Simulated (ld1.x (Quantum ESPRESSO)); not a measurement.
# PBE ultrasoft dataset for indium (In), scalar-relativistic all-electron reference.

The input file (ld1.x (Quantum ESPRESSO) 7.5):

```
&input
   title='In', zed=49., rel=1, dft='PBE', iswitch=3,
   config='[Kr] 4d10 5s2 5p1 5d-2',
   nld=3, rlderiv=3.05, eminld=-3.0, emaxld=5.0, deld=0.02
 /
 &inputp
   pseudotype=3, tm=.true., lloc=-2, rcloc=2.70,
   nlcc=.true., new_core_ps=.true., rcore=1.65,
   file_pseudopw='In.UPF', file_wfcaegen='ae.wfc', file_wfcncgen='nc.wfc', file_beta='beta', file_chi='chi', file_wfcusgen='us.wfc'
 /
5
5S  1  0   2.00   0.00  1.60  1.70  0.0
5S  1  0   0.00   1.45  1.60  1.70  0.0
5P  2  1   1.00   0.00  1.70  2.30  0.0
5P  2  1   0.00   4.15  1.70  2.30  0.0
5D  3  2  -2.00  -0.10  2.35  2.80  0.0
 &test
   configts(1)='5s2 5p1'
 /
```

Command:

```bash
ld1.x < In.in > In.out
```

Output (shortened: banner, matrices, multipoles, cross overlaps and the repeated all-electron block are left out):

```
[... start of the log left out ...]
       Zero norm: self consistency problem; state:  1 (l=  0, j=0.0)
       Zero norm: self consistency problem; state:  1 (l=  0, j=0.0)
       Zero norm: self consistency problem; state:  1 (l=  0, j=0.0)
       Zero norm: self consistency problem; state:  1 (l=  0, j=0.0)
       Zero norm: self consistency problem; state:  1 (l=  0, j=0.0)
       Zero norm: self consistency problem; state:  1 (l=  0, j=0.0)
       Zero norm: self consistency problem; state:  1 (l=  0, j=0.0)
       Zero norm: self consistency problem; state:  1 (l=  0, j=0.0)
       Zero norm: self consistency problem; state:  1 (l=  0, j=0.0)
       Zero norm: self consistency problem; state:  1 (l=  0, j=0.0)
       Zero norm: self consistency problem; state:  1 (l=  0, j=0.0)
       Zero norm: self consistency problem; state:  1 (l=  0, j=0.0)
       Zero norm: self consistency problem; state:  1 (l=  0, j=0.0)
       Zero norm: self consistency problem; state:  1 (l=  0, j=0.0)
       Zero norm: self consistency problem; state:  1 (l=  0, j=0.0)
       Zero norm: self consistency problem; state:  1 (l=  0, j=0.0)
       Zero norm: self consistency problem; state:  1 (l=  0, j=0.0)
       Zero norm: self consistency problem; state:  1 (l=  0, j=0.0)
       Zero norm: self consistency problem; state:  1 (l=  0, j=0.0)
       Zero norm: self consistency problem; state:  1 (l=  0, j=0.0)
       Zero norm: self consistency problem; state:  1 (l=  0, j=0.0)
       Zero norm: self consistency problem; state:  1 (l=  0, j=0.0)
       Zero norm: self consistency problem; state:  1 (l=  0, j=0.0)
       Zero norm: self consistency problem; state:  1 (l=  0, j=0.0)
       Zero norm: self consistency problem; state:  1 (l=  0, j=0.0)
       Zero norm: self consistency problem; state:  1 (l=  0, j=0.0)
       Zero norm: self consistency problem; state:  1 (l=  0, j=0.0)
       Zero norm: self consistency problem; state:  1 (l=  0, j=0.0)
       Zero norm: self consistency problem; state:  1 (l=  0, j=0.0)

 %%%%%%%%%%%%%%%%%%%%%%%%%%%%%%%%%%%%%%%%%%%%%%%%%%%%%%%%%%%%%%%%%%%%%%%%%%%%%%
     Error in routine run_pseudo (1):
     Errors in PS-KS equation
 %%%%%%%%%%%%%%%%%%%%%%%%%%%%%%%%%%%%%%%%%%%%%%%%%%%%%%%%%%%%%%%%%%%%%%%%%%%%%%

     stopping ...
```

The run stopped because the pseudo-atom solver did not find the valence states with the expected number of nodes, which is the usual sign of a ghost state.

The run took about 1 s on one core of a shared server CPU.
